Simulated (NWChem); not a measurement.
Molecule: AlBrF₂; SMILES [F][Al]([F])[Br]

```xyz
4

Al     0.0000     0.0000    -0.9512
F      0.0000    -1.4286    -1.8019
F      0.0000     1.4286    -1.8019
Br     0.0000     0.0000     1.2800
```
Atoms are numbered in this order, from 1.

Results from NWChem. The geometry was optimised at PBE-D3(BJ)/def2-SVP. Vertical excitations in the gas phase; the lowest state need not have the same character in each row.

Order these by “lowest excitation, singlet (eV)”, lowest first: B3LYP/def2-SVPD, full TDDFT; PBE/def2-SVPD, full TDDFT; Hartree-Fock/def2-SVPD, TDHF.

PBE/def2-SVPD, full TDDFT (5.49), B3LYP/def2-SVPD, full TDDFT (5.88), Hartree-Fock/def2-SVPD, TDHF (7.58)
